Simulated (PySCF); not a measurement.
## Au²⁺: fine-structure interval

Au²⁺ [Xe] 4f14 5d9 [5d3/2^4 5d5/2^5, M_J = 5/2] → Au²⁺ [Xe] 4f14 5d9 [5d3/2^3 5d5/2^6, M_J = 3/2], as a difference of total energies. All numbers are calculated (PySCF 2.14, the two-component X2C-1e Hamiltonian, in x2c-TZVPPall-2c (11s11p10d3f1g, 124 functions)). Correlated levels: [Kr] 4d10 4f14 frozen; the 34 highest virtual spinors dropped. "Screened" scales the spin-orbit matrix elements by Boettger's factors to mimic the two-electron term; Breit and QED terms are absent.

| method | fine-structure interval (cm⁻¹) |
| --- | --- |
| GHF (screened spin-orbit) | 13078 |
| GMP2 (screened spin-orbit) | 13906 |
| GHF (bare spin-orbit) | 15114 |
